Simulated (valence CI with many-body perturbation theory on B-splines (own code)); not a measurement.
**E1 transitions of Kr²²⁺**

Computed by configuration interaction combined with many-body perturbation theory (CI+MBPT): four valence electrons over a frozen Dirac-Fock core [Ne], a basis of 11 s, 11 p, 10 d, 8 f, 5 g, 2 h functions for each j, with the one-electron correlation potential Σ1 (screened to all orders), the two-electron term Σ2, the three-electron term Σ3, Breit, model QED; selected single and double excitations, second order for the rest, scaled by the run's own slope (own B-spline code, finite nucleus).

No measured levels were compared; by estimate levels of excited configurations hold to 0.05 to 0.15 % of their energy, terms of the ground configuration to about 0.5 %. Among the levels kept, up to 780 cm⁻¹ of a level comes from second order outside the variational space, and about a tenth of that is noise between levels of different J, which matters for small intervals.

Lines 101 to 150 of 571 in falling wavelength, among levels below 2193300 cm⁻¹, chosen from the strongest by gf and those to the six lowest levels. Wavelengths and rates use the calculated energies, so an error of 400 cm⁻¹ moves a line at 15.98 nm by 0.064 % and its rate by three times that or more. Electric multipoles are in the length gauge, E1 and E2 with the static RPA response of the core. Weak lines are less certain than strong ones. Lines between different terms over intervals too small for the method are left out, as are lines whose strength nearly cancels. Where a level lies close to another of its J and parity, the split of strength between their lines is uncertain. The highest levels of a list are the least certain.

Names give the largest LS component (configuration and term), which can be under half, so a name can repeat, a term be missing and a line seem to break the LS rules; names also repeat where a configuration has a term twice. Letters in brackets count levels of one name in rising energy.

| λ vac (nm) | Upper | Lower | A (s⁻¹) | S (a.u.) |
| --- | --- | --- | --- | --- |
| 15.98 | 3s.3p2.3d 3D_3 [a] | 3s2.3p.3d 3F°_2 | 4.82e+09 | 6.80e-02 |
| 15.94 | 3s.3p2.3d 3D_3 [e] | 3s2.3p.3d 3P°_2 [b] | 1.47e+10 | 2.06e-01 |
| 15.93 | 3s2.3p.3d 3F°_3 | 3s2.3p2 1D_2 | 3.06e+07 | 4.27e-04 |
| 15.91 | 3s.3p2.3d 3F_3 [b] | 3s2.3p.3d 3P°_2 [a] | 2.69e+10 | 3.75e-01 |
| 15.89 | 3s.3p.3d2 3D°_2 | 3s.3p2.3d 3D_2 [c] | 6.81e+09 | 6.75e-02 |
| 15.89 | 3p3.3d 5D°_4 | 3s.3p2.3d 5F_4 | 7.59e+09 | 1.35e-01 |
| 15.87 | 3s.3p.3d2 3H°_5 | 3s.3p2.3d 3F_4 [b] | 2.59e+09 | 5.62e-02 |
| 15.86 | 3s.3p.3d2 3G°_5 | 3s.3p2.3d 3F_4 [c] | 1.15e+10 | 2.48e-01 |
| 15.84 | 3p3.3d 5D°_2 [b] | 3s.3p2.3d 5D_3 | 1.19e+10 | 1.17e-01 |
| 15.76 | 3s2.3p.3d 3D°_1 | 3s2.3p2 1S_0 | 2.90e+09 | 1.68e-02 |
| 15.76 | 3p3.3d 3F°_4 [a] | 3s.3p2.3d 5F_5 | 9.35e+09 | 1.62e-01 |
| 15.75 | 3s.3p2.3d 3D_2 [d] | 3s2.3p.3d 3P°_2 [b] | 7.55e+09 | 7.28e-02 |
| 15.73 | 3p3.3d 3F°_3 [a] | 3s.3p2.3d 5F_3 | 5.21e+09 | 7.01e-02 |
| 15.69 | 3p3.3d 3F°_2 [b] | 3s.3p2.3d 3G_3 | 7.48e+09 | 7.14e-02 |
| 15.68 | 3p3.3d 3F°_4 [b] | 3s.3p2.3d 3G_5 | 1.53e+10 | 2.62e-01 |
| 15.68 | 3p3.3d 3F°_4 [b] | 3s.3p2.3d 1F_3 [a] | 3.41e+09 | 5.84e-02 |
| 15.67 | 3p3.3d 3F°_3 [c] | 3s.3p2.3d 3F_2 [b] | 8.30e+09 | 1.10e-01 |
| 15.64 | 3s.3p2.3d 1D_2 [b] | 3s2.3p.3d 3P°_2 [b] | 1.05e+10 | 9.96e-02 |
| 15.63 | 3s.3p.3d2 3G°_3 [a] | 3s.3p2.3d 3D_2 [c] | 7.14e+09 | 9.42e-02 |
| 15.63 | 3s.3p2.3d 3D_2 [c] | 3s2.3p.3d 3P°_2 [a] | 6.05e+09 | 5.70e-02 |
| 15.59 | 3p3.3d 1F°_3 | 3s.3p2.3d 3F_4 [b] | 1.28e+10 | 1.67e-01 |
| 15.57 | 3s.3p2.3d 3G_3 | 3s.3p3 3P°_2 [b] | 9.81e+09 | 1.28e-01 |
| 15.55 | 3s.3p.3d2 5D°_3 [b] | 3s.3p2.3d 1G_4 | 3.97e+09 | 5.16e-02 |
| 15.55 | 3s.3p2.3d 1F_3 [a] | 3s2.3p.3d 3F°_2 | 4.06e+09 | 5.27e-02 |
| 15.53 | 3p3.3d 3D°_2 [c] | 3s.3p2.3d 3D_3 [c] | 7.23e+09 | 6.68e-02 |
| 15.51 | 3s.3p.3d2 5F°_3 [b] | 3s.3p2.3d 3D_3 [a] | 7.59e+09 | 9.77e-02 |
| 15.50 | 3s.3p.3d2 3F°_3 | 3s.3p2.3d 3D_3 [b] | 6.26e+09 | 8.05e-02 |
| 15.49 | 3s.3p2.3d 3D_3 [e] | 3s2.3p.3d 3D°_3 | 2.67e+10 | 3.43e-01 |
| 15.45 | 3s.3p2.3d 3D_2 [d] | 3s2.3p.3d 3P°_1 [b] | 1.22e+10 | 1.11e-01 |
| 15.42 | 3s.3p3 3P°_2 [b] | 3s2.3p2 3P_2 | 6.44e+08 | 5.83e-03 |
| 15.38 | 3p3.3d 3G°_3 | 3s.3p2.3d 5D_2 | 4.65e+09 | 5.85e-02 |
| 15.34 | 3s.3p2.3d 1D_2 [b] | 3s2.3p.3d 3P°_1 [b] | 9.60e+09 | 8.55e-02 |
| 15.32 | 3p3.3d 3P°_1 [b] | 3s.3p2.3d 3P_0 [a] | 9.52e+09 | 5.07e-02 |
| 15.27 | 3p3.3d 3F°_4 [b] | 3s.3p2.3d 3D_3 [a] | 4.56e+09 | 7.21e-02 |
| 15.26 | 3s.3p.3d2 3G°_3 [a] | 3s.3p2.3d 3F_2 [c] | 2.52e+10 | 3.09e-01 |
| 15.25 | 3p3.3d 3P°_2 [a] | 3s.3p2.3d 3P_2 [a] | 5.81e+09 | 5.08e-02 |
| 15.23 | 3s.3p.3d2 3D°_3 | 3s.3p2.3d 3D_2 [c] | 6.88e+09 | 8.39e-02 |
| 15.20 | 3s.3p2.3d 1D_2 [b] | 3s2.3p.3d 3D°_3 | 1.21e+10 | 1.05e-01 |
| 15.13 | 3p3.3d 3D°_2 [b] | 3s.3p2.3d 1F_3 [a] | 1.01e+10 | 8.64e-02 |
| 15.12 | 3s.3p.3d2 3G°_4 [a] | 3s.3p2.3d 3F_3 [b] | 1.73e+10 | 2.66e-01 |
| 15.09 | 3s.3p2.3d 1F_3 [b] | 3s2.3p.3d 1F°_3 | 5.73e+10 | 6.81e-01 |
| 15.09 | 3s.3p2.3d 3D_1 [b] | 3s2.3p.3d 3F°_2 | 1.57e+10 | 7.99e-02 |
| 15.09 | 3s.3p2.3d 3D_1 [e] | 3s2.3p.3d 3P°_1 [b] | 2.83e+10 | 1.44e-01 |
| 15.09 | 3p3.3d 3G°_3 | 3s.3p2.3d 5F_4 | 4.57e+09 | 5.42e-02 |
| 15.08 | 3p3.3d 5D°_4 | 3s.3p2.3d 5F_3 | 4.66e+09 | 7.09e-02 |
| 15.08 | 3s.3p.3d2 3G°_4 [b] | 3s.3p2.3d 3D_3 [c] | 9.03e+09 | 1.37e-01 |
| 15.04 | 3s.3p2.3d 3D_2 [d] | 3s2.3p.3d 3D°_2 | 1.85e+10 | 1.55e-01 |
| 15.02 | 3p4 3P_2 | 3s.3p3 5S°_2 | 5.35e+08 | 4.47e-03 |
| 15.01 | 3s.3p.3d2 3D°_1 | 3s.3p2.3d 3D_1 [b] | 1.08e+10 | 5.42e-02 |
| 15.00 | 3s.3p.3d2 3G°_4 [a] | 3s.3p2.3d 3F_4 [b] | 3.56e+09 | 5.34e-02 |
